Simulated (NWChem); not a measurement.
Species: C₂H₆OSi; SMILES C1OC[SiH2]1

```xyz
10

C      0.1236    -1.1371     0.4613
O     -0.0923     0.0000     1.3321
C      0.1236     1.1371     0.4613
Si    -0.0322     0.0000    -1.0755
H     -0.6384    -1.9251     0.6426
H      1.1329    -1.5932     0.6073
H      1.1329     1.5932     0.6073
H     -0.6384     1.9251     0.6426
H     -1.3811     0.0000    -1.7440
H      1.0404     0.0000    -2.1343
```
Atoms are numbered in this order, from 1.

Computed with NWChem. Geometry: optimised at PBE-D3(BJ)/def2-SVP. Vzz is the largest principal value of the second derivative of the potential at the nucleus (NWChem prints the opposite sign); η is the asymmetry. Non-relativistic.

For level B3LYP/def2-TZVP:

* **Vzz O2 (a.u.)**: -2.033

Task: How do the values read with level Hartree-Fock/def2-TZVP instead?

Result: The vzz O2 (a.u.) comes out as -2.099.
